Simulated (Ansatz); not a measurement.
Ideal-gas functions of C$_{3}$H$_{4}$FI (`FC1(I)CC1`) at 800 K and 1 bar, from an Ansatz frequency run at PBE0-D4/def2-TZVP.

Molar mass 185.97 g/mol, point group Cs (symmetry number 1), electronic degeneracy 1, moments of inertia 81.39, 310.849, 351.569 u Å². Harmonic wavenumbers (cm⁻¹, unscaled): 234, 266, 283, 454, 484, 755, 836, 902, 988, 1018, 1055, 1084, 1178, 1200, 1328, 1441, 1490, 3160, 3161, 3249, 3260.

Use S(trans) = R[1.5 ln M + 2.5 ln T − 1.1517]; rotational temperatures θ = 24.2544 K / I; S(rot) = R[ln(√π/σ · √(T³/θAθBθC)) + 1.5]; for each mode x = 1.438777 ν̃/T, S = R[x/(eˣ − 1) − ln(1 − e⁻ˣ)] and H = RT x/(eˣ − 1); 1 cm⁻¹ = 0.0119627 kJ/mol; R = 8.31446 J/(mol·K).

**Question.** By hand: the entropy, in J/(mol·K).

**Answer.** Translation 194.5. Rotation: θ = 0.298, 0.078, 0.069 K, giving 127.4. Vibration, mode by mode: 15.57, 14.52, 14.02, 10.23, 9.73, 6.38, 5.67, 5.15, 4.55, 4.36, 4.13, 3.97, 3.47, 3.36, 2.81, 2.39, 2.23, 0.19, 0.19, 0.17, 0.16, in all 113.2. Electronic 0.0. Sum 435.1 J/(mol·K).

**Question.** By hand: H − E and G − E in kJ/mol, counted from the electronic energy.

**Answer.** Zero-point energy ½ × 27826 × 0.0119627 = 166.4; thermal vibration 50.5; translation, rotation and pV give 4 RT = 26.6. H − E = 243.5 kJ/mol, and G − E = 243.5 − 800 × 435.1/1000 = -104.6 kJ/mol.

Vibration gives 26 % of the entropy.
